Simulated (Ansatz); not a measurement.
```yaml
crystal:
  periodic: [false, false, false]
  atoms:
    - {symbol: In, position_ang: [2.154749, -0.117838, 0.056324]}
    - {symbol: In, position_ang: [-1.501728, 1.491605, -0.038174]}
    - {symbol: Se, position_ang: [-1.973913, -1.321766, -0.003599]}
    - {symbol: Se, position_ang: [0.890063, 2.199378, -0.092507]}
    - {symbol: Se, position_ang: [0.573135, -2.108219, 0.084157]}
basis:
  gaussian: {orbitals: def2-SVPD, nuclear_model: gaussian, point_charges: [{charge: 1.00, position_ang: [6.230, -0.618, -0.773]}]}
hamiltonian: {xc: {name: B97M-V}}
accuracy: high
scf: {omitted_lower_state_checks: [starts]}
output: {forces: true}
```

```sh
$ ansatz run in.yaml --threads 4 --pin off --events-out ev --progress --plain --max-ram 4787MiB
```

It prints (some lines left out):

```
Functional definition: B97M-V
3713 factors; integrals over basis functions are off by at most 7.7e-9 eV
mean field evaluation 1: about -206334.3479 eV, gradient 3.3e1 eV
mean field evaluation 2: about -206227.7335 eV, gradient 1.4e2 eV
mean field evaluation 4: about -206324.8628 eV, gradient 5.0e1 eV
mean field evaluation 8: about -206340.2496 eV, gradient 8.7e-2 eV
mean field evaluation 16: about -206340.2497 eV, gradient 1.6e-8 eV
mean field -206340.24967662 eV, -7582.8643131713 hartree, gradient 1.6e-8 eV, S^2 0.000000; 0 other end points of the search recorded, 0 dependent functions left out
reference -206340.24968292 eV, -7582.8643134026 hartree; 72, 72 occupied and 115, 115 virtual orbitals, 3713 factors
Total energy: -206340.24968292 eV, -7582.8643134026 hartree
Atom 0 at     2.154749    -0.117838     0.056324 Å, force     0.409417     0.764384    -0.265170 eV/Å
Atom 1 at    -1.501728     1.491605    -0.038174 Å, force    -0.169856    -1.389782     0.017612 eV/Å
Atom 2 at    -1.973913    -1.321766    -0.003599 Å, force     2.087317     0.399108     0.082900 eV/Å
Atom 3 at     0.890063     2.199378    -0.092507 Å, force     0.586633     0.106356     0.047395 eV/Å
Atom 4 at     0.573135    -2.108219     0.084157 Å, force    -2.370742     0.039779    -0.031207 eV/Å
Dipole moment:    -1.839446     0.620957     0.154277 e Å
Checks for a lower state left out: starts
```

Hardware: 4 threads of Arm Neoverse V2 on a shared host. Wall time 94 s, peak host memory 1.4 GiB.

In the def2 sets In takes a core potential; there is no spin–orbit coupling.
